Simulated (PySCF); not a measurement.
Working with the constants of CdB

CAM-B3LYP constants of CdB, ²Π (doublet), unpaired electrons π ↑ (basis Cd def2-SVPD with ECP28, B def2-SVPD; scalar-relativistic core potentials; PySCF 2.14; masses 113.9034 and 11.0093 u):

- ωe: 202.0 cm⁻¹
- ωexe: 5.9 cm⁻¹
- Be: 0.26539 cm⁻¹
- αe: 0.00769 cm⁻¹
- D (centrifugal): 1.83e-06 cm⁻¹
- De to Cd + B: 0.216 eV

(1) Give the vibrational terms G(v) and spacings up to v = 4.

(2) How well does the Morse estimate ωe²/(4ωexe) reproduce De, and what is D0?

The bond is weak. Basis-set superposition, not corrected here, can be much of De in a small basis, most of all at correlated wavefunction levels. Functionals without a dispersion term scatter widely for such bonds, and LDA overbinds them. Spin–orbit coupling is left out. The state was picked by a PBE0 search and need not be the measured ground state.

Answers

(1) G(v) = ωe(v+½) − ωexe(v+½)².

| v | G(v) (cm⁻¹) | G(v) − G(v−1) | Bv (cm⁻¹) |
| --- | --- | --- | --- |
| 0 | 100 |  | 0.2615 |
| 1 | 290 | 190 | 0.2539 |
| 2 | 468 | 178 | 0.2462 |
| 3 | 635 | 167 | 0.2385 |
| 4 | 790 | 155 | 0.2308 |

(2) It gives 0.214 eV, 99 % of the computed De. D0 = De − G(0) = 0.216 − 0.012 = 0.204 eV.
